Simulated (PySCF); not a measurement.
A parent and its derivatives

Theory: TDDFT B3LYP/def2-SVPD, vertical, gas phase, core orbitals frozen in the response in PySCF 2.14.0, density-fitted response routines. Geometries: GFN2-xTB; one conformer of each isolated species. Triplets are in the Tamm–Dancoff approximation. 'Strongest' means the level of largest summed f among the lowest 8 singlets; it needn't be the same kind of state in each.

Parent: `C=CC(=O)[SiH2]F`, with lowest singlet excitation energy 2.94 eV, energy of the strongest computed level 5.79 eV, mean static polarisability 65.4 au, lowest triplet energy 2.38 eV, HOMO–LUMO gap 4.50 eV. Its spectrum: 421 nm (f 0.001); 228 nm (f 0.006); 214 nm (f 0.239); 197 nm (f 0.006); 195 nm (f 0.013).

Shifts from the parent:

| change | SMILES | Δ S1 (eV) | Δ strongest (eV) | Δ α (au) | Δ T1 (eV) | Δ gap (eV) |
| --- | --- | --- | --- | --- | --- | --- |
| H on Si replaced by F | C=CC(=O)[SiH](F)F | +0.08 | -0.08 | -2.2 | +0.07 | +0.11 |
| H on Si replaced by vinyl | C=CC(=O)[Si@@H](F)C=C | -0.20 | -0.40 | +23.4 | -0.14 | -0.28 |
| H on Si replaced by C2H5 | C=CC(=O)[Si@H](F)CC | -0.23 | -0.45 | +24.4 | -0.18 | -0.30 |
| H on Si replaced by CH3 | C=CC(=O)[Si@@H](C)F | -0.19 | -0.40 | +12.6 | -0.14 | -0.24 |
| H on Si replaced by ethynyl | C#C[Si@@H](F)C(=O)C=C | -0.14 | -0.44 | +21.1 | -0.10 | -0.21 |

(1) Predict the same shifts for this change: H on Si replaced by OCHO (`C=CC(=O)[Si@H](F)OC=O`).

Results:

(1) Δ lowest singlet excitation energy -0.13 eV, Δ energy of the strongest computed level -0.53 eV, Δ mean static polarisability +16.4 au, Δ lowest triplet energy -0.11 eV, Δ HOMO–LUMO gap -0.16 eV. Spectrum: 441 nm (f 0.001); 245 nm (f 0.002); 235 nm (f 0.202); 226 nm (f 0.002); 211 nm (f 0.001). S1 falls most with H on Si replaced by C2H5 (-0.23 eV), and it rises most with H on Si replaced by F (+0.08 eV). S1 is simply the lowest singlet of each species and needn't be the same kind of state throughout. Over these 6 changes the shifts of S1 and of the HOMO–LUMO gap correlate with r = 1.00.
